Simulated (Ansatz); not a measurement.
Z-matrix (Å, degrees):
```
Si
Sn 1 2.560
H 1 1.486 2 109.5
H 1 1.485 2 109.5 3 119.9
H 1 1.485 2 109.6 3 -119.9
S 2 2.414 1 105.4 3 -179.4
H 2 1.710 1 113.2 3 -61.3
H 2 1.710 1 113.2 3 62.5
H 6 1.343 2 94.2 1 -179.2
```

Charge 0, multiplicity 1. Sn: def2 effective core potential.

(1) List the B3LYP/def2-TZVPP orbital energies in eV (the Gaussian-basis code of Ansatz). (Estimate.)

## Answers

(1) Computed: Occupied: -2417.64, -1799.30, -215.64, -160.19, -160.13, -159.99, -143.86, -139.02, -99.19, -99.16, -99.16, -93.91, -93.84, -93.82, -28.17, -28.11, -28.10, -28.01, -28.00, -19.47, -15.33, -13.49, -10.99, -10.07, -9.98, -9.17, -8.42, -7.99, -6.93. Lowest empty: -0.97, -0.64, -0.09, 0.18, 0.64, 0.95, 1.25, 1.65.

B3LYP here is the variant with VWN-RPA as its local correlation; programs differ in this.
